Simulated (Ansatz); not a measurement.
Stepwise reaction of `[Cl][Ge][Cl]` with hydrogen fluoride, as a gas-phase model of exchange steps in deposition or etching. ΔE in kJ/mol; ΔG adds harmonic PBE0-D4 terms to CCSD(T)/CBS, at 1 bar.

Gas-phase electronic energies from Ansatz, PBE0-D4/def2-TZVP geometries. CBS: MP2 limit from def2 TZ/QZ plus the TZ coupled-cluster correction, frozen cores. This one scheme is used for every species. DFT in def2-TZVPP. B3LYP here is the variant with VWN-RPA as its local correlation; programs differ in this. For Ge outer-core shells are correlated without core-valence functions, which leaves a few kJ/mol of doubt a bond. Scalar relativity is left out up to krypton.

```csv
step,reaction,PBE-D4,B3LYP-D4,ωB97M-V,CCSD(T)/CBS,ΔG(600 K)
1,`[Cl][Ge][Cl]` + H–F → `[F][Ge][Cl]` + HCl,8.4,5.3,1.5,9.3,-0.3
```

Q: Give the row of step 2, `[F][Ge][Cl]` + H–F → `[F][Ge][F]` + HCl. (Best estimate.)

A: The calculation gave: 
| step | reaction | PBE-D4 | B3LYP-D4 | ωB97M-V | CCSD(T)/CBS | ΔG(600 K) |
| --- | --- | --- | --- | --- | --- | --- |
| 2 | `[F][Ge][Cl]` + H–F → `[F][Ge][F]` + HCl | 4.3 | 0.8 | -2.7 | 3.4 | 1.1 |

Q: By hand: ΔE of the 2 steps together at CCSD(T)/CBS.

A: (9.3) + (3.4) = 12.7 kJ/mol, or 6.4 kJ/mol a step.

In ΔE each step is lower than the one before. ΔG lies between -0.3 and 1.1 kJ/mol a step. PBE-D4 differs from CCSD(T)/CBS by -0.9 to 0.9 kJ/mol a step. Isolated molecules leave out the surface, adducts and barriers. Largest T1 diagnostic: 0.015.
